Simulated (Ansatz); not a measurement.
Series SiXY, Y = chloro, computed as singlets and as triplets. Isolated molecules, 0 K electronic values unless said otherwise. One relaxed conformer stands for each flexible species; it need not be the lowest. Strings in code marks are SMILES.

Quantity: adiabatic spin-state energy, in kcal/mol. HF references are unrestricted for open shells and restricted for singlets. The restricted reference of `[SiH3][Si]Cl`, `S[Si]Cl` and `[C-]#[N+][Si]Cl` is unstable towards unrestricted orbitals.

A: `[C-]#[N+][Si]Cl`: multiplicity 3 minus multiplicity 1
B: `[SiH3][Si]Cl`: multiplicity 3 minus multiplicity 1
C: `O[Si]Cl`: multiplicity 3 minus multiplicity 1
D: `S[Si]Cl`: multiplicity 3 minus multiplicity 1
E: `N[Si]Cl`: multiplicity 3 minus multiplicity 1

Question: Rank these by adiabatic spin-state energy (lowest first), as frozen-core CCSD(T)/cc-pVTZ // PBE0-D3(BJ)/def2-TZVP (Ansatz, a program for electronic structure) gives it.

Answer: B (22.3 kcal/mol), D (46.1 kcal/mol), A (50.5 kcal/mol), E (56.9 kcal/mol), C (61.0 kcal/mol)
